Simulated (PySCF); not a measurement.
Atoms are numbered as in `[CH2:1]=[C:2]([CH2:3][OH:4])[C:5](=[O:6])[NH:7][CH3:8]`. Each H is labelled by its parent atom. Ha(C1) is cis to C3; Hb(C1) is trans to C3.

Geometry: GFN2-xTB; GIAO shifts from PySCF, gas phase, non-relativistic, averaged over equivalent atoms.

At OPBE/3-21G (90 basis functions, 36 s wall time on 1 thread of an Intel Xeon, shared host):
| atoms | δ (ppm) |
| --- | --- |
| C5 | 135.9 |
| C2 | 122.0 |
| C1 | 111.3 |
| C3 | 63.9 |
| C8 | 25.8 |
| O6 | 309.0 |
| O4 | 12.9 |
| N7 | 83.4 |
| Hb(C1) | 6.69 |
| Ha(C1) | 5.77 |
| H(N7) | 5.76 |
| H(C3) | 5.00 |
| H(C8) | 3.19 |
| H(O4) | -0.27 |

δ = σ(ref) − σ, references computed at the same level: 13C (σ = 209.29 ppm) and 1H (σ = 33.24 ppm) vs TMS; 17O (σ = 326.70 ppm) against H2O; 15N (σ = 266.69 ppm) against NH3.

Estimate the result of repeating the calculation with HCTH407/pcSseg-1.

## Answers


```
 atoms  δ at HCTH407/pcSseg-1  change
    C5                  159.7   +23.8
    C2                  143.7   +21.7
    C1                  125.8   +14.5
    C3                   71.8    +7.9
    C8                   25.7    -0.1
    O6                  369.4   +60.4
    O4                   41.3   +28.4
    N7                  124.7   +41.3
Hb(C1)                   6.38   -0.31
Ha(C1)                   5.51   -0.26
 H(N7)                   6.97   +1.21
 H(C3)                   4.77   -0.23
 H(C8)                   3.17   -0.02
 H(O4)                   0.73   +1.00
```

Referencing at the same level of theory: 13C (183.64 ppm) and 1H (31.67 ppm) against TMS; H2O for 17O (334.16 ppm); NH3 for 15N (266.17 ppm).

The largest change is at O6 (amide-type carbonyl oxygen). Cost: 181 basis functions, 91 s wall time on 1 thread of an Intel Xeon, shared host. The order of the carbon signals is the same at both levels.

Hydrogen bonding in solution deshields acid and N–H amide carbonyl carbons by as much as 10 ppm beyond these values. Unscaled 17O shifts of doubly bonded oxygen tend to come out too high, by tens of ppm or more. Experimental scales use liquid or dissolved standards, which lie at an offset from isolated NH3 (liquid NH3: subtract about 20 ppm) and H2O (liquid H2O: subtract about 36 ppm).
